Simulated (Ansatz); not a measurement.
Two isomers of C2H6OSi: A = `C1OC[SiH2]1`, B = `O/C=C/[SiH3]`.

Computed with Ansatz on PBE0-D4/def2-TZVP structures; ΔE is electronic, products minus reactants. CCSD(T)/CBS is the MP2 limit (def2-TZVPP, def2-QZVPP) plus CCSD(T) − MP2 in def2-TZVPP, frozen cores. Functionals use def2-TZVPP. B3LYP here is the variant with VWN-RPA as its local correlation; programs differ in this. Each species was taken in one conformer, which may not be the lowest.

Which isomer does CCSD(T)/CBS put lower? Give the gap. (Estimate.)

The calculation gave: B, by 76.5 kJ/mol.

Give E(B) − E(A) in kJ/mol with CCSD/def2-TZVPP, CCSD(T)/def2-SVP, PBE-D4, r2SCAN-D4, B3LYP-D4, B2PLYP, BLYP-D4. (Estimate.)

The calculation gave: CCSD/def2-TZVPP -77.0, CCSD(T)/def2-SVP -87.9, PBE-D4 -71.2, r2SCAN-D4 -78.2, B3LYP-D4 -81.9, B2PLYP -81.9, BLYP-D4 -85.1. None reverses the order clearly.

Does the order hold for the free energy at 298.15 K (harmonic terms from PBE0-D4)? (An estimate is asked.)

The calculation gave: Yes: G(B) − G(A) = -83.7 kJ/mol, for one conformer each. Modes under 60 cm⁻¹, often nearly free rotors, make the harmonic entropy too high.

Largest T1 diagnostic: 0.013.

From PBE to PBE0 (25 % exact exchange), in def2-TZVPP and without D4, E(B) − E(A) moves by +3.1 kJ/mol. In def2-TZVPP, CCSD(T) changes the Hartree–Fock value by +17.3 kJ/mol (the triples alone add −0.6 kJ/mol) and MP2 by +17.5 kJ/mol.
